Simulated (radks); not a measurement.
Values are calculated unless marked as measured or tabulated.
The promethium ion Pm44+, configuration [Ne] 3s2 3p5.

Code: a radial shooting solver on a logarithmic mesh with Libxc functionals. Model: non-relativistic Kohn-Sham, LB94 model potential, spin-polarised, spherical densities, point nucleus; open shells are filled with parallel spins first (spin-orbit coupling, left out, can overturn this in heavy ions); relativity is left out, which matters for an element this heavy.

Energy parts (eV):
| part | energy |
|---|---|
| kinetic | 215890.95 |
| electron-nucleus | -456439.77 |
| Hartree | 28298.19 |
(The LB94 potential has no energy functional, so no total or exchange-correlation energy is given.)

Orbitals (lengths in bohr, moments of r in powers of bohr; <r^-3> diverges for s and p1/2):
orbital	occ.	eigenvalue (eV)	<r^-3>	<r^2>	<r^4>	<r>
1s down	1	-45478.55	-	0.0008255	1.719e-06	0.02485
1s up	1	-45478.49	-	0.0008255	1.719e-06	0.02485
2s up	1	-9408.654	-	0.01284	0.0002747	0.1048
2s down	1	-9408.050	-	0.01285	0.0002748	0.1048
2p up	3	-9096.959	7869	0.009553	0.0001747	0.08890
2p down	3	-9094.975	7865	0.009558	0.0001749	0.08892
3s up	1	-3699.330	-	0.07251	0.007623	0.2527
3s down	1	-3693.994	-	0.07251	0.007626	0.2527
3p up	3	-3579.939	1946	0.06620	0.006604	0.2398
3p down	2	-3575.258	1952	0.06616	0.006600	0.2397

The highest occupied level is 3p down at -3575.3 eV. The density falls to 0.001 e/bohr^3 at r = 0.72 bohr. The spin density at the nucleus is 0.545 e/bohr^3 (1s -3.706, 2s 6.971, 3s -2.721). Summed over all electrons, <r^2> = 0.5606 bohr^2, which gives a Langevin (diamagnetic) susceptibility term of -0.444 x 10^-6 cm^3/mol. Spin moment in Bohr magnetons: 1. The electron density at the nucleus is 1.616e+05 e/bohr^3.
